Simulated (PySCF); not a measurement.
Ionisation energy of Te by level of theory

Te [Kr] 4d10 5s2 5p4 (3P) → Te⁺ [Kr] 4d10 5s2 5p3 (4S), as a difference of total energies. Calculation: PySCF 2.14, in aug-cc-pVQZ-PP with ECP28MDF; scalar relativity through the core potential. Correlated levels: valence: 4s2 4p6 4d10 frozen. The calculations carry no spin-orbit coupling.

```
           method  ionisation energy (eV)  error (eV)
              UHF                   7.733      -1.016
              LDA                   9.001      +0.252
              PBE                   8.732      -0.017
             PBE0                   8.730      -0.019
           r2SCAN                   8.748      -0.001
          LC-wPBE                   8.807      +0.058
          r2SCANh                   8.749       0.000
           B2PLYP                   8.712      -0.037
          r2SCAN0                   8.751      +0.002
    MP2 (valence)                   8.458      -0.291
SCS-MP2 (valence)                   8.537      -0.212
```

Reference: 8.749 eV (measured; NIST levels, between the centres of gravity of the two terms).

Errors of the correlated levels include the incompleteness of this basis and the frozen core.
